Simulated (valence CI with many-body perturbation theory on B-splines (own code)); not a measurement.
E1 line list for Sr XXXIV

Level of theory: relativistic CI+MBPT: three valence electrons over a frozen Dirac-Fock core [He], radial functions for each j: 11 s, 11 p, 9 d, 7 f, 5 g, 2 h, 1 i, with the one-electron correlation potential Σ1 (screened to all orders), the two-electron term Σ2, the three-electron term Σ3, Breit, model QED; selected single and double excitations, second order for the rest (own B-spline code, finite nucleus).

No measured spectrum was set against this ion. As an estimate, large intervals hold to a few tenths of a per cent, small ones and those within an open d or f shell to about a per cent.

Lines 1 to 50 of 268 in falling wavelength, among levels below 2728.4 eV, chosen from the strongest by gf and those to the six lowest levels. Wavelengths and rates use the calculated energies. Electric multipoles are in the length gauge, E1 and E2 with the static RPA response of the core. Weak lines are less certain than strong ones. Lines between different terms over intervals too small for the method are left out, as are lines whose strength nearly cancels. The highest levels of a list are the least certain.

Levels are named by their leading jj configuration (3d3/2^4 stands for four electrons in 3d with j = 3/2), which in mixed levels can hold well under half, so a name can repeat and another be missing. Letters in brackets count levels of one name in rising energy.

| λ vac (Å) | Upper | Lower | A (s⁻¹) | S (a.u.) |
| --- | --- | --- | --- | --- |
| 388.1 | (2p1/2 2p3/2 3d5/2) J=9/2 | (2p1/2 2p3/2 3p3/2) J=7/2 | 1.32e+09 | 3.80e-01 |
| 387.7 | (2s 2p3/2 3d5/2) J=9/2 | (2s 2p3/2 3p3/2) J=7/2 | 1.12e+09 | 3.22e-01 |
| 386.3 | (2p1/2 2p3/2 3d5/2) J=7/2 | (2p1/2 2p3/2 3p3/2) J=5/2 [a] | 1.09e+09 | 2.48e-01 |
| 371.0 | (2s 2p1/2 3d5/2) J=7/2 | (2s 2p1/2 3p3/2) J=5/2 | 1.27e+09 | 2.56e-01 |
| 354.5 | (2p1/2^2 3d5/2) J=5/2 | (2p1/2^2 3p3/2) J=3/2 | 1.67e+09 | 2.20e-01 |
| 349.4 | (2s 2p3/2 3d5/2) J=7/2 [b] | (2s 2p3/2 3p3/2) J=5/2 [b] | 1.37e+09 | 2.31e-01 |
| 326.9 | (2s 2p1/2 3d5/2) J=5/2 [a] | (2s 2p1/2 3p3/2) J=3/2 [a] | 1.21e+09 | 1.25e-01 |
| 325.5 | (2s 2p3/2 3d5/2) J=5/2 [b] | (2s 2p3/2 3p3/2) J=3/2 [b] | 1.33e+09 | 1.36e-01 |
| 323.9 | (2s^2 3d5/2) J=5/2 | (2s^2 3p3/2) J=3/2 | 1.70e+09 | 1.71e-01 |
| 307.8 | (2s 2p1/2 3d5/2) J=5/2 [b] | (2s 2p1/2 3p3/2) J=3/2 [b] | 1.95e+09 | 1.68e-01 |
| 306.9 | (2s 2p3/2 3p1/2) J=3/2 [a] | (2s 2p3/2 3s) J=5/2 | 2.01e+09 | 1.15e-01 |
| 304.6 | (2s 2p3/2 3d5/2) J=5/2 [a] | (2s 2p3/2 3p3/2) J=3/2 [a] | 1.38e+09 | 1.15e-01 |
| 299.5 | (2s 2p3/2 3d5/2) J=7/2 [a] | (2s 2p3/2 3p3/2) J=5/2 [a] | 1.83e+09 | 1.94e-01 |
| 287.8 | (2s 2p3/2 3p1/2) J=5/2 | (2s 2p3/2 3s) J=5/2 | 2.07e+09 | 1.46e-01 |
| 276.9 | (2s 2p3/2 3p3/2) J=3/2 [a] | (2s 2p3/2 3s) J=3/2 [a] | 2.24e+09 | 9.41e-02 |
| 267.9 | (2s 2p3/2 3d3/2) J=7/2 | (2s 2p3/2 3p1/2) J=5/2 | 1.88e+09 | 1.43e-01 |
| 258.9 | (2p1/2 2p3/2 3d3/2) J=7/2 | (2p1/2 2p3/2 3p1/2) J=5/2 | 2.83e+09 | 1.94e-01 |
| 257.5 | (2p1/2 2p3/2 3d3/2) J=5/2 | (2p1/2 2p3/2 3p1/2) J=3/2 [a] | 2.15e+09 | 1.09e-01 |
| 256.5 | (2s 2p1/2 3d3/2) J=5/2 | (2s 2p1/2 3p1/2) J=3/2 | 2.28e+09 | 1.14e-01 |
| 250.1 | (2s 2p3/2 3d3/2) J=5/2 [b] | (2s 2p3/2 3p1/2) J=3/2 [b] | 2.54e+09 | 1.18e-01 |
| 249.4 | (2p1/2^2 3d3/2) J=3/2 | (2p1/2^2 3p1/2) J=1/2 | 4.00e+09 | 1.22e-01 |
| 249.2 | (2p1/2 2p3/2 3p3/2) J=7/2 | (2p1/2 2p3/2 3s) J=5/2 | 6.15e+09 | 3.76e-01 |
| 247.5 | (2p1/2 2p3/2 3p3/2) J=5/2 [a] | (2p1/2 2p3/2 3s) J=3/2 [a] | 4.86e+09 | 2.18e-01 |
| 246.0 | (2s 2p1/2 3p3/2) J=3/2 [b] | (2s 2p1/2 3s) J=1/2 [b] | 3.13e+09 | 9.18e-02 |
| 245.6 | (2s 2p1/2 3d3/2) J=3/2 [a] | (2s 2p1/2 3p1/2) J=1/2 [a] | 3.37e+09 | 9.85e-02 |
| 240.1 | (2s 2p3/2 3p3/2) J=5/2 [b] | (2s 2p3/2 3s) J=3/2 [b] | 4.29e+09 | 1.76e-01 |
| 233.8 | (2s^2 3d3/2) J=3/2 | (2s^2 3p1/2) J=1/2 | 3.58e+09 | 9.02e-02 |
| 229.3 | (2p1/2^2 3p3/2) J=3/2 | (2p1/2^2 3s) J=1/2 | 7.48e+09 | 1.78e-01 |
| 227.9 | (2s 2p3/2 3p3/2) J=5/2 [a] | (2s 2p3/2 3s) J=3/2 [a] | 3.82e+09 | 1.34e-01 |
| 225.6 | (2s 2p3/2 3p3/2) J=7/2 | (2s 2p3/2 3s) J=5/2 | 6.83e+09 | 3.10e-01 |
| 223.4 | (2p1/2 2p3/2 3p3/2) J=5/2 [b] | (2p1/2 2p3/2 3s) J=3/2 [b] | 5.81e+09 | 1.92e-01 |
| 217.6 | (2s 2p3/2 3p3/2) J=1/2 [a] | (2s 2p3/2 3s) J=3/2 [a] | 6.70e+09 | 6.81e-02 |
| 216.3 | (2s^2 3p3/2) J=3/2 | (2s^2 3s) J=1/2 | 6.66e+09 | 1.33e-01 |
| 215.4 | (2s 2p1/2 3p3/2) J=5/2 | (2s 2p1/2 3s) J=3/2 | 8.47e+09 | 2.51e-01 |
| 213.3 | (2s 2p3/2 3p3/2) J=3/2 [b] | (2s 2p3/2 3s) J=1/2 | 4.03e+09 | 7.72e-02 |
| 208.5 | (2s 2p1/2 3p3/2) J=3/2 [a] | (2s 2p1/2 3s) J=1/2 [a] | 7.82e+09 | 1.40e-01 |
| 201.6 | (2p1/2 2p3/2 3p3/2) J=5/2 [b] | (2p1/2 2p3/2 3s) J=5/2 | 3.84e+09 | 9.33e-02 |
| 189.9 | (2p1/2 2p3/2 3p3/2) J=1/2 [b] | (2p1/2 2p3/2 3s) J=3/2 [b] | 1.08e+10 | 7.28e-02 |
| 187.1 | (2s 2p3/2 3d5/2) J=7/2 [a] | (2s 2p3/2 3p1/2) J=5/2 | 2.38e+09 | 6.16e-02 |
| 182.5 | (2s 2p3/2 3p3/2) J=5/2 [a] | (2s 2p3/2 3s) J=5/2 | 4.96e+09 | 8.92e-02 |
| 159.4 | (2p1/2 2p3/2 3s) J=5/2 | (2s 2p3/2 3s) J=3/2 [b] | 4.53e+09 | 5.43e-02 |
| 139.4 | (2s 2p1/2 2p3/2) J=5/2 | (2s^2 2p3/2) J=3/2 | 1.24e+09 | 9.93e-03 |
| 131.1 | (2s 2p1/2^2) J=1/2 | (2s^2 2p1/2) J=1/2 | 1.78e+09 | 3.97e-03 |
| 112.6 | (2p1/2^2 2p3/2) J=3/2 | (2s 2p1/2 2p3/2) J=3/2 [b] | 3.38e+09 | 9.53e-03 |
| 108.4 | (2p1/2 2p3/2 3d5/2) J=7/2 | (2s 2p3/2 3d5/2) J=9/2 | 7.32e+09 | 3.68e-02 |
| 107.8 | (2p1/2 2p3/2 3p1/2) J=5/2 | (2s 2p3/2 3p1/2) J=5/2 | 9.10e+09 | 3.37e-02 |
| 103.6 | (2p1/2^2 3d5/2) J=5/2 | (2s 2p1/2 3d5/2) J=7/2 | 1.29e+10 | 4.23e-02 |
| 99.61 | (2s 2p1/2 2p3/2) J=3/2 [b] | (2s^2 2p3/2) J=3/2 | 1.09e+09 | 2.14e-03 |
| 98.94 | (2p1/2 2p3/2 3d5/2) J=9/2 | (2s 2p3/2 3d5/2) J=9/2 | 8.05e+09 | 3.85e-02 |
| 98.91 | (2p1/2 2p3/2 3p3/2) J=7/2 | (2s 2p3/2 3p3/2) J=7/2 | 9.02e+09 | 3.45e-02 |
